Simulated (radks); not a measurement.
Question: Species: Pr4+. Configuration: [Xe] 4f1 (the NIST ground configuration). Calculated with a radial shooting solver on a logarithmic mesh with Libxc functionals: scalar-relativistic Kohn-Sham, exchange-only LDA, spin-polarised, spherical densities, point nucleus; open shells are filled with parallel spins first (spin-orbit coupling, left out, can overturn this in heavy ions). Some entries of the table are withheld. Estimate them.

orbital  occ.  eigenvalue (eV)  r(max) (bohr)
1s down     1        -41822.10        0.01543
1s up       1        -41822.10        0.01543
2s up       1        -6770.559        0.08733
2s down     1        -6770.550        0.08733
2p up       3        -6065.868        0.07029
2p down     3        -6065.862        0.07029
3s up       1        -1501.040         0.2494
3s down     1        -1500.685         0.2494
3p up       3        -1277.862         0.2441
3p down     3        -1277.510         0.2441
3d up       5        -963.6047         0.2005
3d down     5        -963.3274         0.2005
4s up       1        -337.9967         0.5780
4s down     1        -337.0593         0.5779
4p up       3        -264.6274         0.6029
4p down     3        -263.6880         0.6028
4d up       5        -159.5231         0.6321
4d down     5        -158.5899         0.6319
5s up       1         -79.7859          1.309
5s down     1         -79.2445          1.312
5p up       3         -60.1086          1.456
5p down     3         -59.6846          1.460
4f up       1         -47.4376            (1)
4f down     0         -46.5846            (2)
5d up       0         -34.7041            (3)
5d down     0         -34.4757            (4)
6s up       0         -29.0154          2.891
6s down     0         -28.9175          2.899

Answer: 
(1) 4f up r(max) (bohr): 0.6603
(2) 4f down r(max) (bohr): 0.6606
(3) 5d up r(max) (bohr): 1.840
(4) 5d down r(max) (bohr): 1.849
